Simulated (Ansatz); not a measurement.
A nudged elastic band was laid between two geometries of Al$_{2}$BrClFH (6 atoms, charge 0, multiplicity 1).

Method: Ansatz, RKS PBE/def2-SVP.

```
movable images  : 5
climbing image  : yes
spring          : 0.1 eV/Å²
optimiser       : quadratic models (default)
start path      : through a guess of the saddle point
force threshold : 0.03 eV/Å
iteration limit : 60
end points      : relaxed
```

Initial state:

```xyz
6
Properties=species:S:1:pos:R:3
F 0.012 -1.932 1.821
Al 0.608 -0.956 0.586
Br 2.728 -1.375 -0.106
Al -0.886 0.892 -0.406
Cl -0.044 2.051 -1.974
H -2.377 1.256 0.034
```

Final state:

```xyz
6
Properties=species:S:1:pos:R:3
F 0.093 -0.807 2.285
Al -0.595 -0.696 0.751
Br 1.175 -1.091 -0.999
Al 0.206 1.283 -0.624
Cl 1.118 2.701 -1.903
H -1.954 -1.455 0.444
```

Q: Which bonds break or form, and what moves?

A: Bonds broken: Al4–H6. Bonds formed: Al2–H6, Br3–Al4.

Q: Give the energies along the band, and the barrier.

A: The forces met the threshold. The highest image is number 3 of 0 to 6, 0.86 eV above the first end and 0.73 eV above the last; the last end lies 0.13 eV above the first. A structure lower than the first end lies on the path between it and the top, so the climb from that side starts below the end, which may itself be a saddle point or a shallow side well. Another band between the same ends (5 images) ends at a top of the same energy, where a vibrational analysis finds 1 clearly imaginary mode. The orbitals stay closed-shell, which can raise the energy where a bond breaks towards radicals; this wasn't checked here.

```tsv
image	path coordinate (Å)	energy (eV)	Al4–H6 (Å)	Al2–H6 (Å)	Br3–Al4 (Å)
0	0.00	0.00	1.60	3.76	4.28
1	1.47	-0.01	1.60	3.77	4.26
2	2.95	0.13	1.59	3.36	4.08
3	4.42	0.86	1.74	2.12	3.97
4	5.60	0.36	2.90	1.60	3.91
5	6.78	0.27	3.33	1.59	3.41
6	7.96	0.13	3.65	1.59	2.59
```

Q: What is the geometry of the highest image?

A: 
```xyz
6
Properties=species:S:1:pos:R:3
F -0.343 -1.070 2.206
Al 0.506 -0.610 0.830
Br 1.977 -2.038 -0.132
Al -0.216 1.249 -0.472
Cl -0.943 2.724 -1.781
H -0.939 -0.319 -0.696
```

The run took 2.7 min on 2 threads of Arm Neoverse V1 (shared host), peak memory 0.15 GiB.
